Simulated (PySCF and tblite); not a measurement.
Values are calculated unless marked as measured or tabulated.
System: C6H10Ge, numbered as in [CH3:1][C:2]1=[CH:3][C@@H:4]([GeH3:5])[CH:6]=[CH:7]1.

Geometries: B3LYP-D3(BJ)/def2-SVP; energies: PBE0/pcSseg-1 + D3(BJ); zero-point and thermal terms from GFN2-xTB harmonic modes (soft modes blended into free rotors). Rate constants are transition-state-theory values, counting equivalent paths, without tunnelling. Run with tblite and PySCF.

Spin–orbit effects of heavy atoms on shieldings are missing.

Q: What barrier does the shift of Ge5 from C4 to C6 meet, and how fast is it at 298 K?

A: The electronic barrier is 13.1 kcal/mol and ΔG‡(298 K) 12.8 kcal/mol, over a Cs saddle with an imaginary mode of 301i cm⁻¹ (GFN2-xTB). With 1 equivalent path, k is 2720 s⁻¹, a mean lifetime of the start of 370 µs against this motion.
